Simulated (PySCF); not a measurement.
**Broadened absorption spectrum of GeH3(pyrrolidide)**

Compound: GeH3(pyrrolidide), C4H11GeN.
Bonds: Ge1–N5, N5–C6, N5–C9, C6–C7, C7–C8, C8–C9. Hydrogens: H2, H3, H4 on Ge1; H10, H11 on C6; H12, H13 on C7; H14, H15 on C8; H16, H17 on C9.

Computed, not measured: PySCF, TDDFT CAM-B3LYP/def2-SVPD, vertical, gas phase, core orbitals frozen in the response. Isolated species at its PBE0-D3(BJ)/def2-SVP geometry (one conformer only). Relativistic effects, spin–orbit coupling among them, are left out although an element past zinc is present.

Broadening: Gaussians 0.4 eV wide at half height, area fixed by f = 4.319×10⁻⁹ ∫ε dν̃. The width is an assumption, not a result. The curve ends short of the highest state used, and states not computed would add to its high-energy end.

| E (eV) | ε (L mol⁻¹ cm⁻¹) |
| --- | --- |
| 4.96 | 2 |
| 5.05 | 13 |
| 5.14 | 54 |
| 5.23 | 175 |
| 5.32 | 428 |
| 5.41 | 792 |
| 5.50 | 1108 |
| 5.59 | 1177 |
| 5.69 | 946 |
| 5.78 | 725 |
| 5.87 | 821 |
| 5.96 | 1370 |
| 6.05 | 2158 |
| 6.14 | 2679 |
| 6.23 | 2555 |
| 6.32 | 1929 |
| 6.41 | 1339 |
| 6.50 | 1259 |
| 6.59 | 1893 |
| 6.68 | 3215 |
| 6.77 | 4846 |
| 6.86 | 5989 |
| 6.95 | 5971 |
| 7.04 | 4977 |
| 7.13 | 3847 |
| 7.22 | 3092 |
| 7.31 | 2527 |
| 7.40 | 1857 |
| 7.49 | 1177 |
| 7.58 | 823 |
| 7.67 | 1006 |
| 7.76 | 1660 |
| 7.85 | 2449 |
| 7.94 | 2960 |
| 8.03 | 2996 |
| 8.12 | 2697 |

Question: Where are the band maxima, and which computed states make them?

Answer: 223 nm (5.57 eV), ε about 1200, made up of S1 (100%); 201 nm (6.17 eV), ε about 2700, made up of S2 (99%); 180 nm (6.90 eV), ε about 6100, made up of S5 (86%); 155 nm (7.99 eV), ε about 3000, made up of S8 (54%) and S9 (31%) (ε in L mol⁻¹ cm⁻¹; maxima over ε = 5, shares over 10%). The states used: S1 5.56 eV (f 0.018); S2 6.17 eV (f 0.040); S3 6.62 eV (f 0.0080); S4 6.79 eV (f 0.0080); S5 6.90 eV (f 0.078); S6 7.03 eV (f 0.0028); S7 7.28 eV (f 0.033); S8 7.90 eV (f 0.028); S9 8.03 eV (f 0.015); S10 8.17 eV (f 0.0075); S11 8.32 eV (f 0.015); S12 8.60 eV (f 0.0063); S13 8.69 eV (f 0.0085); S14 8.71 eV (f 0.018); S15 8.72 eV (f 0.039).

Question: On this curve, what absorbance would a 10⁻⁵ mol/L sample give at 248 nm over a 1 cm path?

Answer: 248 nm is 4.999 eV, where ε is about 4.9 L mol⁻¹ cm⁻¹, so A = ε c l ≈ 4.9e-05 (Beer–Lambert, with the gas-phase spectrum and the assumed width).

Question: What would ε be at 6.90 eV, the highest of these maxima, with half the width (0.2 eV)?

Answer: About 11100 L mol⁻¹ cm⁻¹ against 6140, a factor of about 1.8; a lone state at its own centre would give exactly 2.

Question: Coming from long wavelengths, where does ε first pass 100 L mol⁻¹ cm⁻¹?

Answer: At about 239 nm (5.19 eV), 0.38 eV below S1.

Hardware: Arm Neoverse V1, one thread, shared host with 32 logical CPUs at a one-minute load of 20. Cost: 87 s (with the writing of density and orbital grids), 1.2 GiB resident at most.

Without π bonds the low states are Rydberg-like; a valence basis with one diffuse set may place them up to an eV too high.
